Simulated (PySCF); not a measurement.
## M06-L on Co(3+) (cobalt, charge +3)

Configuration: [Ar] 3d6, high-spin 5D determinant. Calculation: PySCF 2.14, in jorge-DZP-DKH (8s6p2d1f, 43 functions); the spin-free X2C one-electron Hamiltonian (Gaussian nucleus).

```
Total energy                                                  : -1390.827 hartree
One-electron energy                                           : -1889.599 hartree
Hartree (Coulomb) energy                                      : 557.736 hartree
Exchange-correlation energy                                   : -58.964 hartree
⟨S²⟩                                                          : 6.0036
⟨L²⟩                                                          : 6.005
Sum of ⟨r⟩                                                    : 13.95 bohr
Sum of ⟨r²⟩                                                   : 13.11 bohr²
Traceless quadrupole moment −½Σ⟨3z² − r²⟩ along its main axis : 0.355 e·bohr²
Langevin diamagnetic susceptibility                           : -10.4 ×10⁻⁶ cm³/mol
Time after the integrals                                      : 1.1 s of wall time on 1 thread of Intel(R) Xeon(R) Platinum 8375C CPU @ 2.90GHz (shared host)
```

| shell | electrons | mean orbital energy (eV) | spread (eV) | rms radius, mean of both spins (bohr) |
| --- | --- | --- | --- | --- |
| 1s β | 1 | -7646.8 | 0 | 0.0650 |
| 1s α | 1 | -7646.7 | 0 | 0.0650 |
| 2s α | 1 | -950.12 | 0 | 0.276 |
| 2s β | 1 | -947.03 | 0 | 0.276 |
| 2p α | 3 | -816.61 | 1.088 | 0.249 |
| 2p β | 3 | -814.36 | 0.426 | 0.249 |
| 3s α | 1 | -147.70 | 0 | 0.824 |
| 3s β | 1 | -140.34 | 0 | 0.824 |
| 3p α | 3 | -108.46 | 2.044 | 0.885 |
| 3p β | 3 | -101.43 | 0.973 | 0.885 |
| 3d α | 5 | -47.481 | 2.261 | 1.04 |
| 3d β | 1 | -42.527 | 0 | 1.04 |

Densities and radii are taken from the X2C orbitals without a picture-change correction, which distorts them close to the nucleus.
